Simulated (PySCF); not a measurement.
Species: C5H7BO2.
Cartesian coordinates in Å at the PBE0-D3(BJ)/def2-SVP level; atoms count from 1:
```
atom  x, y, z in Å
C1     3.0608    0.1480    0.0003
C2     1.6689   -0.3221   -0.0337
C3     0.7873   -1.3060   -0.1828
C4     0.2762   -0.0001    0.0760
C5    -0.7582    0.8421    0.2633
B6    -2.2080    0.3410    0.2210
O7    -3.2297    1.2447    0.3983
O8    -2.4441   -1.0013    0.0060
H9     3.2732    0.6177    0.9738
H10    3.7774   -0.6673   -0.1709
H11    3.2104    0.9273   -0.7638
H12    0.5886   -2.3599   -0.3668
H13   -0.5317    1.8964    0.4468
H14   -4.1106    0.8634    0.3660
H15   -3.3743   -1.2400   -0.0080
```

Computed with PySCF at PBE0/pcSseg-1 and B3LYP/def2-SVPD, non-relativistic, on one gas-phase PBE0-D3(BJ)/def2-SVP geometry that isn't relaxed in the solvent. The solvent is an IEF-PCM continuum (Bondi radii, 1.10 Å for H, scaled by 1.2). The model holds no explicit solvent molecules, cavitation or dispersion.

Gas phase at PBE0/pcSseg-1: HOMO -5.76 eV, LUMO -0.17 eV, dipole 2.30 D.

What does the continuum do to the energy, the frontier levels and the dipole at PBE0/pcSseg-1 in benzene and tetrahydrofuran?

```tsv
solvent	ε	E(solvent) − E(gas) (kJ/mol)	polarisation term (kJ/mol)	distortion of the solute (kJ/mol)	HOMO (eV)	LUMO (eV)	dipole (D)
benzene	2.271	-21.74	-23.25	1.51	-5.89	-0.15	2.65
tetrahydrofuran	7.426	-40.96	-46.38	5.42	-6.02	-0.17	2.94
```

Polarisation term: ½ Σ q·V over the induced surface charges. Distortion: the rise of the solute's own energy as its density leaves the gas-phase optimum. From benzene to tetrahydrofuran the lowering changes by a factor 1.88, Onsager's factor (ε − 1)/(2ε + 1) by 1.77 and ε itself by 3.3.

Which radius a makes the point-dipole formula ΔE = −[(ε − 1)/(2ε + 1)]·μ²/a³ give the value in tetrahydrofuran, with the gas-phase dipole?

μ = 0.906 au and |ΔE| = 0.01560 Eh give a = 1.47 Å; the farthest nucleus lies 4.21 Å from the centroid of the nuclei, so such a sphere wouldn't even hold the nuclei. The formula assumes a rigid point dipole at the centre of a sphere.

Give the dipole vector in the frame of the coordinates (D, pointing from negative to positive charge), gas and tetrahydrofuran.

Gas (0.99, -2.04, -0.40), solvent (1.38, -2.55, -0.51). Its length changes by +28 % and its direction by 3°.

Which Mulliken charges (PBE0/pcSseg-1) respond most in benzene (means over atoms taken as equivalent)?

```tsv
atoms	environment	gas (e)	solvent (e)	change
C5	alkene CH carbon	-0.371	-0.396	-0.025
H14/H15	hydroxyl hydrogen	+0.222	+0.238	+0.016
O7/O8	boron-bound oxygen	-0.431	-0.445	-0.014
H12	vinylic hydrogen	+0.086	+0.096	+0.010
B6	three-coordinate boron	+0.561	+0.552	-0.009
C2	fully substituted alkene carbon	-0.155	-0.149	+0.006
C4	fully substituted alkene carbon	+0.055	+0.049	-0.006
H9/H10/H11	methyl hydrogen	+0.147	+0.153	+0.006
C3	alkene CH carbon	-0.090	-0.092	-0.002
H13	vinylic hydrogen	+0.095	+0.097	+0.002
C1	allylic carbon	-0.203	-0.202	+0.001
```

Gas phase at B3LYP/def2-SVPD: HOMO -5.64 eV, LUMO -0.53 eV, dipole 2.42 D.

What does the continuum do to the energy, the frontier levels and the dipole at B3LYP/def2-SVPD in benzene?

```tsv
solvent	ε	E(solvent) − E(gas) (kJ/mol)	polarisation term (kJ/mol)	distortion of the solute (kJ/mol)	HOMO (eV)	LUMO (eV)	dipole (D)
benzene	2.271	-19.80	-21.39	1.59	-5.73	-0.48	2.78
```

How does the static polarisability (B3LYP/def2-SVPD, frozen core, with the continuum's full static response) change?

```tsv
medium	isotropic (au)	principal values (au)	⟨r²⟩ of the electrons (bohr²)
gas	85.3	54.3, 79.9, 121.6	1321.9
benzene	96.5	61.2, 91.5, 136.7	1320.4
```

The isotropic value in benzene is 1.13 times the gas-phase one; no cavity-field correction is applied. ⟨r²⟩ is taken about the centre of nuclear charge.
